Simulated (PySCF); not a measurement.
GaHBr2, SMILES [Br][GaH][Br]. The structure is a stationary point at PBE0-D3(BJ)/def2-SVP.

These are PySCF with PBE0-D3(BJ)/def2-SVP values and carry that method's errors.

Harmonic wavenumbers (cm⁻¹): 93, 287, 341, 424, 599, 2049. Rotational constants (GHz): 6.642, 0.8465, 0.7508; symmetry number 2.

**Question.** Work out the zero-point energy and the ideal-gas rigid-rotor harmonic-oscillator thermochemistry at 298.15 K and 1 atm.

**Answer.** ZPE = ½ Σ hcν = ½ × 3793 cm⁻¹ = 22.69 kJ/mol. H − E(el) = 37.87 kJ/mol. Entropy in J/(mol K): translation 176.60, rotation 114.41, vibration 31.90, total 322.91. G − E(el) = -58.41 kJ/mol. Cp = 65.50 J/(mol K). Modes under 150 cm⁻¹ make the vibrational entropy uncertain.
